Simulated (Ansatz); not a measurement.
The same atomization along the group C, Si, Ge, Sn.

Calculated with Ansatz (gas phase, PBE0-D4/def2-TZVP geometries, no zero-point term in ΔE). CCSD(T)/CBS adds triple-zeta CCSD(T) − MP2 to the extrapolated MP2 energy (def2 sets, frozen cores). Small cases extrapolate CCSD(T) itself. No spin–orbit coupling; open shells (•) take unrestricted orbitals. Spin–orbit coupling would lower the free atoms: a little for C, Si; clearly for Ge; strongly for Sn. Elements past krypton have def2 core potentials. For Ge, Sn outer-core shells are correlated without core-valence functions, so the limit isn't a true one: a few kJ/mol of doubt a bond, and 10 to 20 or more in all where bonds break to atoms. Scalar relativity is left out up to krypton.

Task: Order these by ΔE at CCSD(T)/CBS, lowest first. (An estimate is asked.)
A. `[SnH3]`• → Sn• + 3 H•
B. `[CH3]`• → C• + 3 H•
C. `[SiH3]`• → Si• + 3 H•
D. `[GeH3]`• → Ge• + 3 H•

Result: A (+762.9 kJ/mol), D (+868.5 kJ/mol), C (+956.1 kJ/mol), B (+1285.5 kJ/mol).

Largest T1 diagnostic: 0.015, for `[SnH3]`•.

Extrapolated directly: `[SiH3]`• → Si• + 3 H•; `[CH3]`• → C• + 3 H•.

For atomizations the MP2-based limit and the directly extrapolated one differ by several kJ/mol either way, and by 10 to 25 for some Ge, Se and Sn compounds, so smaller differences from it don't rank the levels.
